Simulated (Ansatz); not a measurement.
Consider the cleavage of the Sn–Si bond: `C[SiH2][SnH2][CH3]` + `[OH][AlH2]` → `[CH3][SnH2][O][AlH2]` + `C[SiH3]`.

Computed with Ansatz on PBE0-D4/def2-TZVP structures; ΔE is electronic, products minus reactants. CBS: MP2 limit from def2 TZ/QZ plus the TZ coupled-cluster correction, frozen cores. This one scheme is used for every species. Functionals use def2-TZVPP. B3LYP here is the variant with VWN-RPA as its local correlation; programs differ in this. def2 core potentials past Kr. For Sn outer-core shells are correlated without core-valence functions, which leaves a few kJ/mol of doubt a bond. Each species was taken in one conformer, which may not be the lowest.

`C[SiH2][SnH2][CH3]`:

```xyz
14

C    -1.777   -1.294    0.628
Si    0.095   -1.446    0.649
Sn    1.221    0.840    0.347
C     0.615    1.756   -1.500
H    -2.121   -0.868   -0.317
H    -2.246   -2.274    0.749
H    -2.123   -0.648    1.437
H     0.542   -2.348   -0.451
H     0.544   -2.057    1.932
H     0.794    1.894    1.632
H     2.929    0.699    0.352
H     0.891    1.118   -2.340
H    -0.466    1.903   -1.506
H     1.104    2.723   -1.612
```

`[OH][AlH2]`:

```xyz
5

O     0.650    1.022    0.113
Al   -0.267   -0.357   -0.251
H     0.947    1.239    0.995
H    -0.669   -1.360    0.909
H    -0.661   -0.544   -1.766
```

`[CH3][SnH2][O][AlH2]`:

Cartesian coordinates in Å:
```
C 0.666 1.110 1.299
Sn 0.445 -0.953 0.810
O -0.544 -1.046 -0.876
Al -1.174 -0.237 -2.203
H 1.237 1.224 2.221
H 1.188 1.623 0.490
H -0.317 1.563 1.431
H -0.508 -1.812 1.939
H 1.936 -1.734 0.511
H -0.982 1.336 -2.319
H -1.946 -1.074 -3.303
```

`C[SiH3]`:

```xyz
8

C    -0.475    0.347   -0.793
Si    0.425   -0.311    0.709
H    -1.365    0.906   -0.497
H    -0.788   -0.470   -1.446
H     0.169    1.015   -1.369
H     0.849    0.804    1.599
H     1.639   -1.070    0.305
H    -0.454   -1.222    1.492
```

| level | ΔE (kcal/mol) | difference from CCSD(T)/CBS |
| --- | --- | --- |
| r2SCAN | -2.6 | 0.6 |
| PBE0 | 0.0 | 3.2 |
| B3LYP | -3.6 | -0.4 |
| MP2/def2-TZVPP | -3.3 | -0.1 |
| SCS-MP2/def2-TZVPP | -5.3 | -2.1 |
| CCSD/def2-TZVPP | -3.7 | -0.5 |
| HF/def2-QZVPP | -8.7 | -5.5 |
| MP2/def2-QZVPP | -3.4 | -0.2 |
| MP2/CBS(def2) | -3.1 | 0.1 |
| CCSD/CBS(def2) | -3.5 | -0.3 |
| CCSD(T)/CBS | -3.2 | 0 |

Largest T1 diagnostic among the species: 0.013.

In def2-TZVPP, CCSD(T) changes the Hartree–Fock value by +4.5 kcal/mol (the triples alone add +0.2 kcal/mol) and MP2 by +4.7 kcal/mol.
